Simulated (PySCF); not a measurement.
MoO2Cl2 (singlet state).
Cartesian coordinates in Å at the PBE0-D3(BJ)/def2-SVP level; atoms count from 1:
```xyz
5
Cl2MoO2 angstrom
Mo     0.0816   -0.0019    0.0698
O      0.0173   -0.0795    1.7267
O      1.6901    0.0128   -0.3382
Cl    -0.8973    1.9025   -0.6451
Cl    -0.8917   -1.8338   -0.8132
```

Computed with TDDFT CAM-B3LYP/def2-SVPD, vertical, gas phase, core orbitals frozen in the response, def2 core potentials past Kr in PySCF 2.14.0, density-fitted response routines. Spin–orbit coupling is left out.

Kohn–Sham orbitals with the atoms that hold most of them (Löwdin shares over 4%, at most four atoms; ? is withheld):

```csv
orbital,ε (eV),atoms
HOMO-3,-11.96,"Cl5 31%, Cl4 30%, O2 15%, O3 15%"
HOMO-2,-11.54,"O3 28%, O2 28%, Cl5 22%, Cl4 20%"
HOMO-1,-11.48,?
HOMO,-11.42,"Cl4 44%, Cl5 43%, O3 6%, O2 5%"
LUMO,?,?
LUMO+1,-2.27,"Mo1 57%, O3 18%, O2 17%, Cl5 4%"
LUMO+2,-1.87,"Mo1 56%, O2 11%, Cl5 11%, Cl4 11%"
```

Give the leading atoms of the HOMO-1.

Cl4 (bonded to Mo) 42%; Cl5 (bonded to Mo) 39%; O2 (bonded to Mo) 9%; O3 (bonded to Mo) 8%. By element: chlorine 81%, oxygen 17%.

Which atoms hold the LUMO, and with what shares?

Mo1 (bonded to 2 Cl and 2 O) 59%; Cl5 (bonded to Mo) 12%; Cl4 (bonded to Mo) 12%; O2 (bonded to Mo) 9%. By element: molybdenum 59%, chlorine 24%, oxygen 9% or more.

What is the LUMO energy, and the HOMO–LUMO gap?

ε(LUMO) = -3.00 eV; the gap is 8.43 eV (0.3097 hartree).

The HOMO–LUMO gap is 8.43 eV. Where does the response calculation put the lowest singlet, and from which orbitals?

S1 is at 4.53 eV (f = 0.0035), 3.90 eV below the gap, made of HOMO-2→LUMO (77%), HOMO-4→LUMO (18%). Its leading pair isn't HOMO and LUMO; the energies of that pair differ by 8.55 eV. 

One configuration dominates each of S1, S2 and S8. Which, and how do the shares of the two leading atoms of either orbital change from the occupied to the empty one?

- S1 (4.53 eV, f 0.0035), HOMO-2→LUMO (77%): O3 28% → at most 9%, O2 28% → 9%, Mo1 at most 3% → 59%, Cl5 22% → 12%; the Löwdin share of molybdenum is at most 3% in HOMO-2 and 59% in LUMO
- S2 (4.69 eV, f 0.0000), HOMO-1→LUMO (98%): Cl4 42% → 12%, Cl5 39% → 12%, Mo1 at most 3% → 59%; the Löwdin share of molybdenum is at most 3% in HOMO-1 and 59% in LUMO (ligand-to-metal charge transfer by this measure)
- S8 (5.60 eV, f 0.0028), HOMO→LUMO+1 (91%): Cl4 44% → at most 5%, Cl5 43% → 4%, Mo1 at most 2% → 57%, O3 6% → 18%; the Löwdin share of molybdenum is at most 2% in HOMO and 57% in LUMO+1 (ligand-to-metal charge transfer by this measure)

Löwdin shares depend on the basis, the more so with diffuse functions.

Hardware: one thread, Arm Neoverse V2 (shared host). Cost: 17 s of wall time.
